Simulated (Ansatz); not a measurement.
H3NZn (SMILES [NH2][ZnH]) moved off its minimum; all values from Ansatz (a first-principles code), cores frozen in correlated methods.
(charge 0, multiplicity 1)
```xyz
5

Zn    -0.26442    -0.07330    -0.26517
H     -1.11376    -0.20693    -1.52801
N      0.93457     0.16368     1.05365
H      1.24194    -0.66362     1.63218
H      0.87473     1.03761     1.67439
```

Forces at MP2/def2-TZVPPD (eV/Å):

| atom | Fx | Fy | Fz |
|---|---|---|---|
| Zn1 | -0.314 | 0.011 | -0.683 |
| H2 | 0.201 | 0.003 | 0.461 |
| N3 | 0.460 | 0.511 | 2.243 |
| H4 | -0.524 | 1.569 | -0.800 |
| H5 | 0.177 | -2.094 | -1.221 |

Question: Give the forces (eV/Å), the total energy and the dipole at CCSD(T)/def2-TZVPPD.

Answer: 
| atom | Fx | Fy | Fz |
|---|---|---|---|
| Zn1 | -0.385 | -0.012 | -0.689 |
| H2 | 0.041 | -0.021 | 0.211 |
| N3 | 0.647 | 0.539 | 2.383 |
| H4 | -0.493 | 1.531 | -0.746 |
| H5 | 0.189 | -2.038 | -1.159 |
Energy -1834.7386 hartree, dipole 0.99 D.
